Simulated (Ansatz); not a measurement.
Cost and result up the ladder for AlSi13PH24, a doped nanocrystal cut from the lattice of silicon (Al and P 4.5 A apart) (39 atoms). Total charge 0; singlet. Geometry: PBE-D4/def2-SVP.

Cartesian coordinates in Å:
```
Al 0.0242 0.8975 -0.9476
P -2.6467 -1.8221 1.4855
Si 0.7002 -0.1697 1.1898
Si 0.1161 -3.7153 -0.1568
Si 2.5688 4.4033 -0.3944
Si 2.1440 1.0363 -2.1785
Si -1.5455 -0.7330 -1.9343
Si -1.0115 3.0139 -0.2589
Si -1.1439 -0.4740 2.6076
Si 0.6428 4.1783 0.9500
Si -1.7810 -3.9329 1.2142
Si 1.6343 -2.3216 0.9891
Si -0.6596 -2.8961 -2.2272
Si 3.5826 2.3163 -0.8216
Si -3.4110 -1.0213 -0.5395
H 1.6257 0.6011 2.1074
H 0.6299 -5.1314 -0.2811
H 3.5526 5.3476 0.2557
H 2.1631 5.0185 -1.7129
H 2.7815 -0.3178 -2.4165
H 2.0607 1.7205 -3.5246
H -3.7902 -1.9872 2.3289
H -2.2275 -0.3755 -3.2394
H -2.2164 2.8272 0.6438
H -1.4633 3.9104 -1.3900
H -1.0042 -1.2488 3.8963
H -1.9786 0.7487 2.8812
H 1.0176 3.3812 2.1780
H 0.1959 5.5410 1.4268
H -1.5282 -4.3978 2.6238
H -2.9276 -4.7141 0.6288
H 1.9572 -3.0030 2.2980
H 2.8945 -2.2625 0.1636
H 0.5229 -2.8347 -3.1616
H -1.6409 -3.9086 -2.7704
H 3.7803 1.6120 0.5007
H 4.9528 2.5331 -1.4204
H -4.1171 0.2426 -0.1251
H -4.4543 -2.0622 -0.8684
```

Ansatz on 2 threads of AMD EPYC 7R13 on a shared host and a share (18 GiB) of an NVIDIA H100 80GB HBM3. Times are rough, and most runs start from the orbitals of an earlier one. r2SCAN0-D4/def2-TZVP serves as the yardstick here, not as an exact answer. Differences are given only for rows in sets of like size (and for xTB, whose basis is part of the method), since another set adds its own error. Binding counts from free atoms at the same level (Al doublet, P quartet, Si triplet, H doublet; other spins of the atoms weren't run), without zero-point energy or a counterpoise term.

Correlated methods freeze 75 core orbitals. The rows differ in basis, and correlated rows in double-zeta sets carry the largest basis error. Single mean-field runs in def2-TZVP are fitted with def2-universal-jkfit. Another isomer (singlet) lies 0.59 eV lower at PBE0-D4/def2-TZVP; other spin states weren't run for this one.

Correlated methods converge slowly with the basis, most of all in double-zeta sets.

| level | functions | wall time |
| --- | --- | --- |
| HF/STO-3G | 159 | 2.2 s |
| MP2/def2-SVP | 390 | 3.2 s |
| PBE0-D4/def2-SVP | 390 | 3.9 s |
| PBE-D4/def2-SVP | 390 | 3.9 s |
| PBE0-D4/def2-TZVP | 699 | 4.5 s |
| r2SCAN0-D4/def2-TZVP | 699 | 5.5 s |
| PBE-D4/def2-TZVP (with forces) | 699 | 5.5 s |
| r2SCAN-D4/def2-TZVP | 699 | 5.5 s |

Problem. Estimate what each level gives for the binding energy per atom (eV).

Solution. 
| level | binding energy per atom (eV) | difference from r2SCAN0-D4/def2-TZVP (eV) |
| --- | --- | --- |
| HF/STO-3G | 3.51 | – |
| MP2/def2-SVP | 2.86 | – |
| PBE0-D4/def2-SVP | 3.10 | – |
| PBE-D4/def2-SVP | 3.11 | – |
| PBE0-D4/def2-TZVP | 3.11 | 0.00 |
| r2SCAN0-D4/def2-TZVP | 3.11 | 0.00 |
| PBE-D4/def2-TZVP (with forces) | 3.11 | 0.00 |
| r2SCAN-D4/def2-TZVP | 3.13 | 0.02 |
